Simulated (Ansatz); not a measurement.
Calculated with Ansatz (gas phase, PBE0-D4/def2-TZVP geometries, no zero-point term in ΔE). CBS: MP2 limit from def2 TZ/QZ plus the TZ coupled-cluster correction, frozen cores. Functionals use def2-TZVPP. HSE06 is defined as in plane-wave codes. One conformer a species, not always the lowest.

`[BH2][AlH][BH]O` + `OCO[SiH3]` → `[BH2][AlH][O][SiH3]` + `OBCO`  (redistribution)

```csv
level,ΔE (eV),difference from CCSD(T)/CBS
r2SCAN-D4,-2.66,0.07
BHLYP-D4,-2.79,-0.06
revPBE,-2.40,0.33
BLYP,-2.57,0.16
r2SCAN,-2.66,0.07
PBE0,-2.55,0.18
HSE06,-2.54,0.19
MP2/def2-SVP,-2.74,-0.01
MP2/def2-TZVPP,-2.83,-0.10
CCSD/def2-TZVPP,-2.71,0.02
CCSD(T)/CBS,-2.73,0
```

Largest T1 diagnostic among the species: 0.014.

From r2SCAN to r2SCAN0 (25 % exact exchange), in def2-TZVPP and without D4, ΔE moves by −0.05 eV. At CCSD(T), def2-SVP lies +0.16 eV from the extrapolated value and def2-TZVPP +0.05 eV. Leaving LDA and LC-ωPBE aside and taking each functional with its dispersion term where it has one, the values, not all of them listed here, spread over 0.37 eV, from BHLYP-D4 to revPBE-D4. LDA lies −0.05 eV from PBE without D4.
